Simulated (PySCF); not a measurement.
Compound: C₅H₈Si.
Geometry (GFN2-xTB, Å), atoms numbered from 1 in this order:
```xyz
14
C5H8Si angstrom
C      2.0818   -0.2657    0.0603
C      0.5981   -0.1441    0.0278
C     -0.2536   -1.1649    0.2020
C     -1.6718   -0.8475    0.1360
C     -1.9874    0.4335   -0.0919
Si    -0.4051    1.4404   -0.2589
H      2.4954    0.3706    0.8427
H      2.5083    0.0650   -0.8867
H      2.3938   -1.2932    0.2443
H      0.0595   -2.1846    0.3841
H     -2.3995   -1.6367    0.2702
H     -3.0068    0.7751   -0.1595
H     -0.1986    2.0149   -1.5898
H     -0.2147    2.4367    0.7974
```

The closed-shell SCF was solved with PySCF and density fitting under several settings on one GFN2-xTB geometry (grid level 2 and gas phase unless stated).

| settings | basis functions | SCF cycles | E (Eh) | HOMO (eV) | LUMO (eV) | dipole (D) |
| --- | --- | --- | --- | --- | --- | --- |
| PBE0/pcSseg-1 | 149 | 13 | -484.4006 | -6.38 | -1.32 | 0.44 |
| CAM-B3LYP/def2-SVPD | 188 | 12 | -484.4594 | -7.61 | -0.19 | 0.40 |
| PBE0/pcseg-1, grid level 1 | 128 | 10 | -484.3826 | -6.39 | -1.33 | 0.45 |
| PBE0/STO-3G, start guess sap | 42 | 13 | -478.7681 | -4.10 | 2.21 | 0.89 |
| PBE0/IGLO-II | 193 | 14 | -484.4697 | -6.35 | -1.31 | 0.42 |
| HF/pcSseg-1, damping 0.3 at the start, DIIS from the seventh cycle | 149 | 12 | -482.8410 | -8.37 | 2.36 | 0.38 |

Task: Estimate the rows for these settings: (1) KT3/def2-SVPD, grid level 4, energy threshold 1e-08 Eh; (2) WP04/cc-pVDZ, grid level 1; (3) PBE0/pcSseg-1, IEF-PCM acetonitrile, fitting basis def2-qzvpp-jkfit.

Result: 
| settings | basis functions | SCF cycles | E (Eh) | HOMO (eV) | LUMO (eV) | dipole (D) |
| --- | --- | --- | --- | --- | --- | --- |
| KT3/def2-SVPD, grid level 4, energy threshold 1e-08 Eh | 188 | 10 | -490.1058 | -5.38 | -2.20 | 0.43 |
| WP04/cc-pVDZ, grid level 1 | 128 | 11 | -493.0410 | -7.27 | -3.09 | 0.37 |
| PBE0/pcSseg-1, IEF-PCM acetonitrile, fitting basis def2-qzvpp-jkfit | 149 | 10 | -484.4036 | -6.41 | -1.34 | 0.64 |

Task: Over all rows, what range does the HOMO–LUMO gap span?

Result: From 3.18 eV (KT3/def2-SVPD, grid level 4, energy threshold 1e-08 Eh) to 10.73 eV (HF/pcSseg-1, damping 0.3 at the start, DIIS from the seventh cycle). The functional of the narrowest has no exact exchange, that of the widest 100 % exact exchange.

Task: And the dipole moment?

Result: From 0.37 D (WP04/cc-pVDZ, grid level 1) to 0.89 D (PBE0/STO-3G, start guess sap); the largest is 2.41 times the smallest, and the median is 0.43 D.

Task: Compare two rows with the functional PBE0: PBE0/STO-3G, start guess sap and PBE0/IGLO-II. Which energy is lower, and by how much?

Result: PBE0/IGLO-II (193 functions) lies 5.7016 Eh or 3578 kcal/mol below PBE0/STO-3G, start guess sap (42 functions).

Cycle counts include a coarse-grid stage where the run had one. KT3 and WP04 were designed for NMR shieldings or shifts; total energies of different functionals aren't comparable. The species at its GFN2-xTB geometry.
